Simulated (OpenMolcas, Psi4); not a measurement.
# Exact exchange and the HOMO–LUMO gap of C2HBF2

C2HBF2 has 6 atoms, charge 0, and is taken as a singlet. SMILES: `C#CB(F)F`. Geometry: relaxed at PBE0-D4/def2-TZVP.

The HOMO–LUMO gap y, in eV, basis def2-SVPD; a is the functional's share of exact exchange. Programs: OpenMolcas 26.06, Psi4 1.11.

```
functional     program     a  y (eV)
    revPBE        Psi4     0    5.17
       PBE        Psi4     0    5.13
     B3LYP  OpenMolcas   0.2    6.91
      PBE0  OpenMolcas  0.25       ?
     BHLYP  OpenMolcas   0.5    9.60
```

Question: Fit y = c + s·a to the known rows and predict PBE0.

Answer: 
1. Means of the 4 rows: a = 0.1750, y = 6.702.
2. Σ(Δa)² = 0.1675, Σ(Δa·Δy) = 1.4903, so the slope is 1.4903/0.1675 = 8.8973.
3. Intercept: 6.702 − (8.8973) × 0.1750 = 5.145. The largest residual of the fit is 0.025.
4. PBE0: 5.145 + (8.8973) × 0.25 = 7.37 eV.

The run gave 7.40 eV, so the prediction is off by -0.03 eV, about the largest residual. Exact exchange lowers occupied levels and raises empty ones.
